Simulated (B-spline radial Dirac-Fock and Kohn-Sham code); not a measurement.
# I 3d3/2: cross section and angular parameters

System: the I atom in the configuration [Kr] 4d10 5s2 5p5; threshold 630.8 eV (tabulated edge). The computed values come from a B-spline atomic structure program: Dirac-Hartree-Slater photoionisation with a Latter tail; cross sections with all multipoles, angular parameters from the dipole term and its interference with E2.

Input file task.json (cfg lists n, l and occupation; rrms is the nuclear radius in fm):

```json
{"items": [{
  "Z": 53,
  "q": 0,
  "cfg": [[1, 0, 2], [2, 0, 2], [2, 1, 6], [3, 0, 2], [3, 1, 6], [3, 2, 10], [4, 0, 2], [4, 1, 6], [4, 2, 10], [5, 0, 2], [5, 1, 5]],
  "A": 127,
  "rrms": 4.75,
  "do": "xps",
  "hv": [58.5, 67.4, 70.4, 80, 100, 106.0, 134.0, 150, 300.0, 349.0, 359.0, 405.0, 755.0, 819.0, 982.0, 1060.0, 2000, 2830.0, 4000, 5414.7, 5680.0, 6000, 7770.0, 8510.0, 9251.7, 9410.0, 9550.0, 10000.0, 10800.0, 12100.0],
  "edges": {"K": 33169.0, "L1": 5188.0, "L2": 4852.0, "L3": 4557.0, "M1": 1072.0, "M2": 931.0, "M3": 875.0, "M4": 630.8, "M5": 619.3, "N1": 186.0, "N2": 123.0, "N3": 123.0}
}]}
```

Launch: `python xray2_run.py task.json out`

For linearly polarised light dσ/dΩ = σ/(4π) [1 + β P₂(cos θ) + (δ + γ cos²θ) sin θ cos φ], with θ from the polarisation vector and φ the angle between the beam and the projection of the electron momentum on the plane normal to the polarisation.

| hν (eV) | σ (kb) | β | γ | δ |
| --- | --- | --- | --- | --- |
| 755 | 938 | 0.437 | -0.061 | -0.002 |
| 819 | 789 | 0.585 | -0.083 | 0.002 |
| 982 | 526 | 0.868 | -0.085 | 0.016 |
| 1060 | 439 | 0.954 | -0.068 | 0.022 |
| 2000 | 78.9 | 1.242 | 0.285 | 0.062 |
| 2830 | 27.5 | 1.225 | 0.563 | 0.086 |
| 4000 | 9.01 | 1.144 | 0.855 | 0.120 |
| 5414.7 | 3.22 | 1.043 | 1.110 | 0.162 |
| 5680 | 2.73 | 1.025 | 1.149 | 0.170 |
| 6000 | 2.25 | 1.005 | 1.194 | 0.179 |
| 7770 | 0.892 | 0.903 | 1.394 | 0.232 |
| 8510 | 0.639 | 0.866 | 1.461 | 0.254 |
| 9251.7 | 0.469 | 0.832 | 1.521 | 0.276 |
| 9410 | ? | ? | ? | ? |
| 9550 | 0.417 | 0.819 | 1.543 | 0.284 |
| 10000 | 0.351 | 0.801 | 1.575 | 0.297 |
| 10800 | 0.263 | 0.769 | 1.627 | 0.320 |
| 12100 | 0.170 | 0.723 | 1.698 | 0.357 |

**Question.** Give the values at 9410 eV.

**Answer.** σ = 0.440 kb, β = 0.825, γ = 1.533, δ = 0.280.
